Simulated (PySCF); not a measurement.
GaO (SMILES [O]=[Ga]), doublet, geometry from GFN2-xTB (such geometries of metal compounds can be far from the true shape). Base run: BLYP/3-21G run with PySCF.

Geometry (Å):
```xyz
2

Ga     0.0000     0.0000    -0.3377
O      0.0000     0.0000     1.3086
```
Charge 0, spin multiplicity 2.
Orbitals are unrestricted.
All else is at PySCF's defaults.
Base energy -1990.21862 Eh.

Variants of this job, named by their change:

```
change                                       ΔE vs base (µEh)  SCF cycles  <S^2>        outcome
-------------------------------------------  ----------------  ----------  -----  -------------
base                                                      0.0          12  0.753      converged
conv_tol = 1e-11                                          0.0          14  0.753      converged
diis = off (with mf.max_cycle = 100)                        -         100      -  not converged
diis_space = 2                                            0.0          17  0.753      converged
init_guess = vsap                                         0.0          14  0.753      converged
solver = newton                                           0.0           -  0.753      converged
DIIS = EDIIS                                                -          50      -  not converged
conv_tol = 1e-12                                          0.0          14  0.753      converged
level_shift = 1.0 (with mf.max_cycle = 100)                 -          68      -  not converged
diis_space = 4                                            0.0          12  0.753      converged
conv_tol = 1e-7                                           0.0          12  0.753      converged
DIIS = ADIIS                                              0.0          20  0.753      converged
level_shift = 0.3 (with mf.max_cycle = 100)                 -          28      -  not converged
```

Open shells are given as the SCF converged; they aren't shown to be the lowest states, and a large step between rows can be another state.
